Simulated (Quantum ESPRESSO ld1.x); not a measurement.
One sound ld1.x (Quantum ESPRESSO 7.5) input for neutral antimony gives E = -6310.3947 hartree in 38 iterations:

```
 &input
    zed=51.0,
    iswitch=1,
    rel=0,
    lsd=1,
    dft='PZ',
    config='[Kr] 4d10 5s2 5p3',
    prefix='ld1',
    max_out_wfc=37,
    file_charge='ld1.rho',
 /
```

Changed or added lines, one case at a time, and what came of them:

- rel=2 relpert=.true. (without lsd): refused. The program stops in ld1_readin with "perturbative SO-splitting for AE calculations with rel=0 only": the perturbative correction needs rel = 0.
- config='[Kr] 4d10 5s2 5p3 6s3': refused. The program stops in el_config with "wrong occupancy:3": an s shell holds at most 2 electrons.
- atom='Sb': harmless. atom and zed name the same element, and the result equals that of the sound run.
- zed=-3.0: refused. The program stops in ld1_readin with "wrong nuclear charge zed:  -3.00": zed must lie above 0 and at most 103.
- tr2=1e-25: usable despite the warning. The threshold lies below the rounding noise, so the cycle runs to its limit and warns, but the energy differs from the sound run by less than 1e-5 hartree.
- config='[Kr] 4d10 5s2 5p3 5g1': refused. The program stops in el_config with "l not found:G": the config string knows s, p, d and f alone.
- config='[Kr] 4d10 5s2 5p3 3f1': refused. The program stops in el_config with "main/angular quantum number mismatch": l must be smaller than n.
